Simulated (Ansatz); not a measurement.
Stepwise reaction of `[SH][In]([SH])[SH]` with hydrogen chloride, as a gas-phase model of exchange steps in deposition or etching. ΔE in kJ/mol; ΔG adds harmonic PBE0-D4 terms to CCSD(T)/CBS, at 1 bar.

Isolated molecules relaxed with PBE0-D4/def2-TZVP in Ansatz; ΔE leaves out vibrations. CCSD(T)/CBS adds triple-zeta CCSD(T) − MP2 to the extrapolated MP2 energy (def2 sets, frozen cores). This one scheme is used for every species. Functionals use def2-TZVPP. B3LYP here is the variant with VWN-RPA as its local correlation; programs differ in this. def2 core potentials past Kr. For In outer-core shells are correlated without core-valence functions, which leaves a few kJ/mol of doubt a bond. Each species was taken in one conformer, which may not be the lowest.

| step | reaction | PBE-D4 | B3LYP-D4 | ωB97M-V | CCSD(T)/CBS | ΔG(500 K) |
| --- | --- | --- | --- | --- | --- | --- |
| 1 | `[SH][In]([SH])[SH]` + HCl → `[SH][In]([SH])[Cl]` + H₂S | -23.0 | -28.2 | -28.6 | -25.7 | -32.6 |
| 3 | `[SH][In]([Cl])[Cl]` + HCl → `[Cl][In]([Cl])[Cl]` + H₂S | -10.5 | -15.6 | -16.8 | -14.3 | -10.8 |

**Question.** Give the row of step 2, `[SH][In]([SH])[Cl]` + HCl → `[SH][In]([Cl])[Cl]` + H₂S. (Estimate.)

**Answer.** Computed: 
```tsv
step	reaction	PBE-D4	B3LYP-D4	ωB97M-V	CCSD(T)/CBS	ΔG(500 K)
2	`[SH][In]([SH])[Cl]` + HCl → `[SH][In]([Cl])[Cl]` + H₂S	-16.8	-22.0	-22.9	-20.1	-23.5
```

**Question.** By hand: ΔE of the 3 steps together at CCSD(T)/CBS.

**Answer.** (-25.7) + (-20.1) + (-14.3) = -60.1 kJ/mol, or -20.0 kJ/mol a step.

In ΔE each step is higher than the one before. All are downhill at CCSD(T)/CBS. ΔG lies between -32.6 and -10.8 kJ/mol a step. PBE-D4 differs from CCSD(T)/CBS by 2.7 to 3.8 kJ/mol a step. Isolated molecules leave out the surface, adducts and barriers. Largest T1 diagnostic: 0.014.
